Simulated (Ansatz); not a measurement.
All numbers were calculated with Ansatz.

`CC[O][SbH][SiH3]` at its PBE0-D4/def2-TZVP geometry, where that method's forces vanish. Charge 0, multiplicity 1. Sb: def2 effective core potential.

| atom | x (Å) | y (Å) | z (Å) |
| --- | --- | --- | --- |
| C1 | 0.4610 | 2.0848 | 1.3989 |
| C2 | 1.1042 | 1.0012 | 0.5679 |
| O3 | 0.0956 | 0.3163 | -0.1419 |
| Sb4 | 0.6806 | -1.0062 | -1.4945 |
| Si5 | -1.6558 | -2.0989 | -1.4652 |
| H6 | 1.2165 | 2.6257 | 1.9747 |
| H7 | -0.0642 | 2.7962 | 0.7585 |
| H8 | -0.2609 | 1.6514 | 2.0940 |
| H9 | 1.8410 | 1.4453 | -0.1201 |
| H10 | 1.6538 | 0.3052 | 1.2203 |
| H11 | 1.2430 | -2.1794 | -0.3616 |
| H12 | -1.5810 | -3.3995 | -2.1856 |
| H13 | -2.6203 | -1.2183 | -2.1740 |
| H14 | -2.1137 | -2.3238 | -0.0713 |

**Question.** For each bond, give half the difference of the two atoms' forces along it (eV/Å; positive pushes the atoms apart) under PBE-D4, r2SCAN-D4, B3LYP-D4, ωB97M-V in def2-TZVPP. (Estimate.)

**Answer.** The calculation gave: 
```json
{"bond": "C1–C2", "length (Å)": "1.510", "PBE-D4": "0.00", "r2SCAN-D4": "0.08", "B3LYP-D4": "0.12", "ωB97M-V": "0.14"}
{"bond": "C1–H6", "length (Å)": "1.093", "PBE-D4": "0.10", "r2SCAN-D4": "-0.02", "B3LYP-D4": "-0.06", "ωB97M-V": "-0.09"}
{"bond": "C1–H7", "length (Å)": "1.092", "PBE-D4": "0.10", "r2SCAN-D4": "-0.04", "B3LYP-D4": "-0.06", "ωB97M-V": "-0.07"}
{"bond": "C1–H8", "length (Å)": "1.092", "PBE-D4": "0.10", "r2SCAN-D4": "-0.04", "B3LYP-D4": "-0.06", "ωB97M-V": "-0.07"}
{"bond": "C2–O3", "length (Å)": "1.411", "PBE-D4": "0.29", "r2SCAN-D4": "0.29", "B3LYP-D4": "0.22", "ωB97M-V": "0.24"}
{"bond": "C2–H9", "length (Å)": "1.102", "PBE-D4": "0.06", "r2SCAN-D4": "-0.09", "B3LYP-D4": "-0.11", "ωB97M-V": "-0.12"}
{"bond": "C2–H10", "length (Å)": "1.101", "PBE-D4": "0.07", "r2SCAN-D4": "-0.07", "B3LYP-D4": "-0.12", "ωB97M-V": "-0.13"}
{"bond": "O3–Sb4", "length (Å)": "1.980", "PBE-D4": "0.46", "r2SCAN-D4": "0.13", "B3LYP-D4": "0.24", "ωB97M-V": "-0.07"}
{"bond": "Sb4–Si5", "length (Å)": "2.579", "PBE-D4": "0.09", "r2SCAN-D4": "0.06", "B3LYP-D4": "0.17", "ωB97M-V": "-0.06"}
{"bond": "Sb4–H11", "length (Å)": "1.725", "PBE-D4": "0.23", "r2SCAN-D4": "0.04", "B3LYP-D4": "0.07", "ωB97M-V": "-0.14"}
{"bond": "Si5–H12", "length (Å)": "1.489", "PBE-D4": "0.08", "r2SCAN-D4": "-0.02", "B3LYP-D4": "-0.08", "ωB97M-V": "-0.08"}
{"bond": "Si5–H13", "length (Å)": "1.486", "PBE-D4": "0.09", "r2SCAN-D4": "-0.02", "B3LYP-D4": "-0.08", "ωB97M-V": "-0.10"}
{"bond": "Si5–H14", "length (Å)": "1.484", "PBE-D4": "0.07", "r2SCAN-D4": "-0.02", "B3LYP-D4": "-0.09", "ωB97M-V": "-0.10"}
```

B3LYP here is the variant with VWN-RPA as its local correlation; programs differ in this.
